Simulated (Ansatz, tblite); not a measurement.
Forces on `CCC(CC(CC(C)OC(C)=O)OC(C)=O)OC(C)=O` at its PBE-D4/def2-SVP geometry. The state is a singlet with charge 0.

The xTB rows come from tblite. Single mean-field runs in def2-TZVP are fitted with def2-universal-jkfit.

GFN2-xTB (tblite), largest force 1.41 eV/Å:

```xyz
44
positions Å, forces eV/Å
C     2.768    1.062   -2.985   -0.037    0.453   -0.272
C     2.555   -0.169   -2.106    0.586   -0.570    0.121
C     1.227   -0.149   -1.353   -0.549    0.496   -0.282
C     0.996   -1.388   -0.483    0.552   -0.445    0.036
C    -0.225   -1.247    0.430   -0.350   -0.216   -0.008
C     0.031   -0.414    1.700    0.233   -0.235    0.273
C    -0.628    0.972    1.639    0.171    0.400    0.046
C    -2.121    0.942    1.918   -0.644   -0.143    0.107
O    -0.027    1.848    2.637    0.680   -0.029   -0.688
C     1.174    2.386    2.317   -0.082   -0.344   -0.609
C     1.637    3.340    3.395    0.043    0.268    0.272
O     1.785    2.139    1.291   -0.706    0.239    1.189
O    -0.665   -2.581    0.807   -0.809    0.336   -0.385
C    -1.943   -2.919    0.486    0.014    0.607   -0.269
C    -2.229   -4.349    0.878   -0.047   -0.373    0.022
O    -2.735   -2.175   -0.065    0.959   -0.811    0.640
O     0.154   -0.141   -2.342   -0.341    0.750    0.461
C    -0.813    0.809   -2.268    0.446    0.089    0.584
C    -1.922    0.510   -3.247   -0.326   -0.093   -0.175
O    -0.809    1.740   -1.483    0.059   -1.008   -0.847
H     2.741    1.992   -2.382    0.002   -0.615   -0.292
H     1.975    1.138   -3.757    0.441   -0.088    0.467
H     3.744    1.020   -3.508   -0.558   -0.059    0.359
H     3.363   -0.241   -1.347   -0.384    0.137   -0.393
H     2.608   -1.099   -2.715   -0.087    0.548    0.219
H     1.160    0.780   -0.749    0.025   -0.371   -0.252
H     1.903   -1.593    0.123   -0.477    0.131   -0.283
H     0.845   -2.256   -1.157    0.020    0.398    0.312
H    -1.061   -0.807   -0.150    0.266   -0.089    0.194
H    -0.353   -0.971    2.580    0.130    0.275   -0.410
H     1.122   -0.289    1.845   -0.482   -0.031   -0.096
H    -0.438    1.427    0.645   -0.076   -0.131    0.368
H    -2.628    0.260    1.207    0.322    0.409    0.412
H    -2.563    1.951    1.804    0.312   -0.593    0.069
H    -2.321    0.582    2.948    0.165    0.237   -0.596
H     1.491    2.898    4.399    0.104    0.182   -0.617
H     2.697    3.599    3.231   -0.558   -0.143    0.102
H     1.025    4.264    3.354    0.349   -0.543   -0.051
H    -3.318   -4.490    0.994    0.583    0.073   -0.033
H    -1.692   -4.627    1.803   -0.316    0.245   -0.515
H    -1.874   -5.021    0.069   -0.202    0.428    0.427
H    -1.542    0.004   -4.153   -0.149    0.342    0.546
H    -2.638   -0.177   -2.747    0.420    0.410   -0.261
H    -2.455    1.443   -3.503    0.300   -0.521    0.109
```

PBE-D4/def2-TZVP (Ansatz), largest force 0.42 eV/Å:

```
C -0.022 0.218 -0.134
C 0.146 -0.266 0.066
C 0.089 0.280 0.258
C 0.155 -0.227 -0.028
C -0.168 0.318 -0.222
C 0.142 -0.095 0.196
C -0.016 -0.036 -0.397
C -0.184 0.010 0.077
O -0.004 0.060 0.159
C 0.106 0.027 -0.071
C 0.037 0.117 0.134
O -0.040 0.057 0.124
O 0.046 -0.144 0.071
C -0.111 0.019 -0.086
C -0.035 -0.178 0.043
O 0.061 -0.133 0.073
O -0.079 -0.072 -0.122
C -0.064 0.048 0.095
C -0.152 -0.030 -0.116
O -0.014 -0.051 -0.155
H 0.011 -0.250 -0.152
H 0.230 -0.010 0.191
H -0.250 -0.005 0.145
H -0.206 0.024 -0.182
H -0.007 0.234 0.141
H 0.008 -0.238 -0.182
H -0.210 0.064 -0.146
H 0.038 0.196 0.158
H 0.207 -0.089 0.169
H 0.072 0.150 -0.200
H -0.262 -0.028 -0.035
H -0.048 -0.129 0.292
H 0.135 0.175 0.179
H 0.116 -0.260 0.022
H 0.048 0.082 -0.256
H 0.055 0.111 -0.256
H -0.284 -0.077 0.048
H 0.157 -0.233 -0.004
H 0.293 0.040 -0.019
H -0.154 0.068 -0.231
H -0.086 0.182 0.196
H -0.108 0.152 0.231
H 0.194 0.183 -0.137
H 0.157 -0.263 0.059
```

PBE0-D4/def2-TZVP (Ansatz), largest force 1.44 eV/Å:

```
C -0.051 0.224 -0.131
C 0.129 -0.308 0.094
C -0.149 0.327 0.096
C 0.170 -0.241 -0.050
C -0.334 0.107 -0.207
C 0.144 -0.091 0.226
C 0.146 0.144 -0.277
C -0.170 0.001 0.085
O 0.541 0.030 -0.462
C 0.036 -0.324 -0.614
C 0.047 0.104 0.091
O -0.707 0.280 1.192
O -0.604 0.187 -0.298
C -0.138 0.625 -0.336
C -0.057 -0.152 0.018
O 0.924 -0.888 0.658
O -0.278 0.561 0.330
C 0.285 0.269 0.590
C -0.151 -0.003 -0.077
O 0.022 -1.043 -0.965
H 0.015 -0.461 -0.276
H 0.402 -0.036 0.367
H -0.463 -0.007 0.267
H -0.391 0.050 -0.351
H -0.029 0.451 0.275
H 0.019 -0.469 -0.338
H -0.420 0.118 -0.279
H 0.061 0.402 0.314
H 0.429 -0.199 0.320
H 0.153 0.275 -0.410
H -0.512 -0.044 -0.075
H -0.103 -0.236 0.554
H 0.259 0.321 0.332
H 0.228 -0.481 0.048
H 0.105 0.164 -0.484
H 0.080 0.182 -0.503
H -0.520 -0.141 0.073
H 0.279 -0.456 -0.022
H 0.534 0.085 -0.049
H -0.270 0.166 -0.443
H -0.155 0.360 0.363
H -0.163 0.277 0.454
H 0.373 0.337 -0.225
H 0.284 -0.465 0.126
```
